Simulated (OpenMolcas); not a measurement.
## Pd2+: effect of the IPEA shift

| Item | Value |
| --- | --- |
| Program | OpenMolcas 26.06 |
| Basis | ANO-RCC-VDZP [6s5p3d1f] |
| Scalar Hamiltonian | DKH2, point nucleus |
| Active space | 8 electrons in 6 orbitals (4d 5s) |
| State averaging | 2S+1 = 3 even, 55 roots; 2S+1 = 5 even, 10 roots kept (CI in the orbitals of an earlier block); 2S+1 = 1 even, 43 roots kept (CI in the orbitals of an earlier block) |
| Spin-orbit coupling | state interaction with AMFI integrals over the reference wave functions, term energies averaged over their components |

Methods on the same reference wave functions:
A. CASSCF
B. MS-CASPT2, IPEA 0 Eh, imaginary shift 0.1 Eh (closed shells correlated: 4s 4p)
C. MS-CASPT2, IPEA 0.25 Eh, imaginary shift 0.1 Eh (closed shells correlated: 4s 4p)

Energies in cm⁻¹ above 4d⁸ ³F₄, the measured ground level; measured values from Moore, Atomic Energy Levels, vol. III, NSRDS-NBS 35 (1971 reprint of NBS Circular 467, 1958).

```json
{"Level": "4d⁸ ³F₄", "A": "0.0", "B": "0.0", "C": "0.0", "Measured": "0.0"}
{"Level": "4d⁸ ³F₃", "A": "3534", "B": "3550", "C": "3550", "Measured": "3230"}
{"Level": "4d⁸ ³F₂", "A": "5334", "B": "4970", "C": "4990", "Measured": "4687"}
{"Level": "4d⁸ ³P₁", "A": "17816", "B": "14860", "C": "15220", "Measured": "13470"}
{"Level": "4d⁸ ³P₀", "A": "18141", "B": "15060", "C": "15410", "Measured": "13699"}
{"Level": "4d⁸ ¹G₄", "A": "22090", "B": "19360", "C": "19360", "Measured": "17880"}
{"Level": "4d⁷ 5s ⁵F₅", "A": "50054", "B": "56470", "C": "57350", "Measured": "52916"}
{"Level": "4d⁸ ¹S₀", "A": "51601", "B": "42330", "C": "42480", "Measured": ""}
{"Level": "4d⁷ 5s ⁵F₄", "A": "52229", "B": "58600", "C": "59490", "Measured": "55089"}
{"Level": "4d⁷ 5s ⁵F₃", "A": "53948", "B": "60350", "C": "61230", "Measured": "56742"}
{"Level": "4d⁷ 5s ⁵F₂", "A": "55117", "B": "61500", "C": "62380", "Measured": "57845"}
{"Level": "4d⁷ 5s ⁵F₁", "A": "55840", "B": "62190", "C": "63090", "Measured": "58527"}
{"Level": "4d⁷ 5s ³F₄(1)", "A": "59174", "B": "63740", "C": "64870", "Measured": ""}
{"Level": "4d⁷ 5s ³F₃(1)", "A": "62138", "B": "66670", "C": "67800", "Measured": ""}
{"Level": "4d⁷ 5s ³F₂(1)", "A": "63893", "B": "68310", "C": "69470", "Measured": ""}
{"Level": "4d⁷ 5s ⁵P₃", "A": "66551", "B": "70600", "C": "71940", "Measured": "65708"}
{"Level": "4d⁷ 5s ⁵P₂", "A": "66725", "B": "70360", "C": "71790", "Measured": "65788"}
{"Level": "4d⁷ 5s ⁵P₁", "A": "68053", "B": "71780", "C": "73170", "Measured": "67151"}
```

Deviations, from unrounded energies. A percentage is the sum of absolute deviations over the sum of measured energies, with the sign that they share, or ± where signs differ.

```csv
Against measurement,Levels,A,B,C
mean absolute deviation (cm-1),13,2400,2800,3600
fine structure of the ground term (%),2,+12.0,+7.7,+8.0
other terms of the ground configuration (%),3,+28.8,+9.4,+11.0
other configurations (%),8,±3.5,+6.7,+8.5
```

A lies closest to measurement on these levels and C furthest from it. The largest miss of A in the table is 4d⁸ ³P₀, by +4400 cm-1. The ranking rests on the paired levels alone, and a cruder setting can come out closer through cancelling errors.

Between B and C the level of the table that moves most is 4d⁷ 5s ⁵P₂, by 1400 cm-1 (lowest in B, highest in C). Moves below CASPT2's spread within the term are not significant.

The mean deviations of B to C differ by less than CASPT2's widest spread within a term (1400 cm-1), so their order carries little weight.

From A to B the spin-free energies of the other terms of 4d⁸ shown, above ³F, scale by factors of 0.79 to 0.86, as is usual when dynamic correlation screens the repulsion within a d or f shell.

The lowest spin-free term lies below A's lowest term by 0.366 hartree in B, 0.359 hartree in C.

Term energies are means over components that CASPT2 splits; among the terms shown or strongly mixed into the levels shown the widest spread is 1400 cm-1 (4d⁸ ¹G, C). Terms from blocks run as CI alone lack orbitals of their own. A single d shell beside an s shell can misplace configurations of different d count against each other. Without dynamic correlation excited terms often stand tens of per cent too high (terms of higher spin than the ground term too low), and those without a measured partner can miss by more than the paired ones (holds for A). Computed and measured levels are paired by configuration, term and J; levels that our copy of the source lacks, or whose pairing is in doubt (as where it misses far off the trend of its configuration), stay unpaired and out of the deviations. Levels of configurations outside the active space are missing. The table leaves out levels that lie high or whose names do not pair safely across all columns.

A number in round brackets counts repeated terms of one configuration in the order of the reference energies.
